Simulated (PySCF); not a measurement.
Species: (3R,6S)-3,6-dimethyl-1,4-dioxane-2,5-dione, C₆H₈O₄.
Numbering: `[CH3:1][C@@H:2]1[O:3][C:4](=[O:5])[C@@H:6]([CH3:7])[O:8][C:9]1=[O:10]`

Structure used (GFN2-xTB), in Å, numbered top down from 1:
```xyz
18
C6H8O4 angstrom
C     -2.584    0.228    0.302
C     -1.062    0.196    0.286
O     -0.625    0.805   -0.929
C      0.599    0.577   -1.398
O      1.005    1.137   -2.375
C      1.446   -0.422   -0.612
C      2.259    0.305    0.463
O      0.667   -1.482   -0.061
C     -0.543   -1.238    0.439
O     -1.172   -2.102    0.978
H     -2.942   -0.258    1.204
H     -2.932    1.256    0.271
H     -2.972   -0.304   -0.562
H     -0.672    0.782    1.133
H      2.132   -0.913   -1.311
H      2.853   -0.418    1.017
H      2.921    1.020   -0.018
H      1.616    0.837    1.161
```

Definitions: NICS(0) = −σiso at the ring centroid; NICS(1) = −σiso and NICS(1)zz = −σzz at ±1 Å along the ring normal z. Level: GIAO PBE0/pcSseg-1 (PySCF, non-relativistic, gas phase) on the GFN2-xTB geometry, one conformer.

Ring bond lengths (Å), with Mayer bond orders in brackets: C2–O3 1.428 (0.82), O3–C4 1.330 (1.09), C4–C6 1.527 (0.95), C6–O8 1.426 (0.82), O8–C9 1.332 (1.08), C9–C2 1.532 (0.94).

Problem. What do the NICS probes read (ppm)?

Solution. 
```tsv
ring	type	NICS(0)	NICS(1), two faces	NICS(1)zz, two faces	rms pucker (Å)	centre to ring atoms, mean (Å)
C2–O3–C4–C6–O8–C9	6-membered ring with 2 O; formal bonds all single	-0.6	-1.0 / -2.0	0.3 / -0.7	0.20	1.40
```

Problem. What can be read from them?

Solution. 
- C2–O3–C4–C6–O8–C9: mean NICS(1)zz -0.2 ppm, near zero. C2, C6 have four or more neighbours, so the value isn't read as a sign of a π ring current.

Problem. List the ring angles and the Hirshfeld charges of the ring atoms.

Solution. 
- C2–O3–C4–C6–O8–C9: C2 112.4° (+0.048 e), O3 120.5° (-0.094 e), C4 116.2° (+0.201 e), C6 112.4° (+0.048 e), O8 120.4° (-0.099 e), C9 116.1° (+0.203 e); sum 698.1° against 720° for a flat convex ring.

The run took 27 s of wall time on one thread, AMD EPYC 9R14 (x86_64) (shared host), and the process peaked at 1.0 GiB of memory. This is the whole shielding run at PBE0/pcSseg-1, SCF included.
